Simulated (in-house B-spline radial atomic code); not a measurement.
Values are calculated unless marked as measured or tabulated.
Ghost states of the separable form: Cd

Cd, [Kr] 4d10 5s2, non-relativistic PBE, spherical and spin-unpolarised, from a B-spline radial code for spherical atoms (atomic units; all potentials screened as in the neutral atom).

Troullier-Martins channels: 5s (ε = -0.1940, r_c = 2.496 bohr), 4d (ε = -0.4645, r_c = 0.925 bohr). In the Kleinman-Bylander form one channel serves as the local potential, and each other channel l becomes |δV u><u δV|/<u|δV|u>, with δV = V_l − V_local and u the pseudo-orbital. Its strength is E_KB = <u|δV²|u>/<u|δV|u>. By the analysis of Gonze, Stumpf and Scheffler a spurious state lies below the reference level ε if E_KB > 0 and ε is above the second level of the local potential alone, or if E_KB < 0 and ε is above its first. The table's levels are those of angular momentum l in a sphere of 9 bohr, whose wall can lift a shallow ε a little above its free-atom value.

| local | channel | <u δV u> | <u δV² u> | ε | first local level | second local level |
| --- | --- | --- | --- | --- | --- | --- |
| s | d | -4.919 | 42.662 | -0.4645 | 0.0971 | 0.3315 |
| d | s | 0.24414 | 1.2007 | -0.1935 | -10.6742 | -1.9405 |

Question: Apply the rule to each row.

Answer: Local s, channel d: E_KB = -8.67, so ε = -0.4645 is set against 0.0971: no ghost. Local d, channel s: E_KB = +4.92, so ε = -0.1935 is set against -1.9405: a ghost.

Diagonalising the separable Hamiltonian gives:

```json
{"local": "s", "channel": "d", "three lowest levels": "-0.4645, 0.1136, 0.3886", "all-electron, two lowest valence levels": "-0.4645, 0.1121"}
{"local": "d", "channel": "s", "three lowest levels": "-8.6234, -0.1935, 0.0920", "all-electron, two lowest valence levels": "-0.1935, 0.0928"}
```

Question: Which choices of local channel are safe?

Answer: Free of ghosts: s. With d local the s channel has a ghost 8.43 hartree below ε, since the local potential binds more than one state below ε, and a repulsive term of rank one raises each level at most to the next, so it clears only one of them. Among the safe choices the second level, which tests transfer, is off by at most 1.6 millihartree (s local).
